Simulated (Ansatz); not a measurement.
**Abstraction of Br: GeH3Br + GeH(CH3)2 → GeH3 + GeH(CH3)2Br**

Species: GeH3Br `[GeH3][Br]`, singlet; GeH(CH3)2, doublet; GeH3 `[GeH3]`, doublet; GeH(CH3)2Br, singlet. A radical takes Br: the energy is the difference in strength between two Ge–Br bonds in different surroundings.

Shapes, held fixed at every level: PBE0-D4/def2-TZVP. Programs: Ansatz 0.2.0. Electronic energies: no zero-point or thermal term.

```csv
level,kind,ΔE (kJ/mol),less CCSD(T)/def2-TZVPP,CPU time (sum over the molecules)
MP2/def2-TZVPP,perturbation theory,-27.2,-1.8,–
r2SCAN-D4/def2-TZVPP,meta-GGA,-23.4,+2.0,45 s
B3LYP-D4/def2-TZVPP,global hybrid,-21.9,+3.5,42 s
PBE0-D4/def2-TZVPP,global hybrid,-22.3,+3.1,30 s
wB97M-V/def2-TZVPP,range-separated hybrid,-24.0,+1.4,100 s
wB97X-V/def2-TZVPP,range-separated hybrid,-23.0,+2.4,74 s
CCSD(T)/def2-TZVPP,coupled cluster or CI,-25.4,0.0,13 min
```

The highest level, CCSD(T)/def2-TZVPP, gives ΔE = -25.4 kJ/mol; the levels span -27.2 to -21.9. The column of differences is taken from that level and isn't an error. No measured value is set beside it here. Open shells run unrestricted. Relativity is left out for Br, Ge. Outer-core shells of Br, Ge are correlated, in sets that cover them unevenly. Times are processor times on shared x86 and Arm servers, and rough.
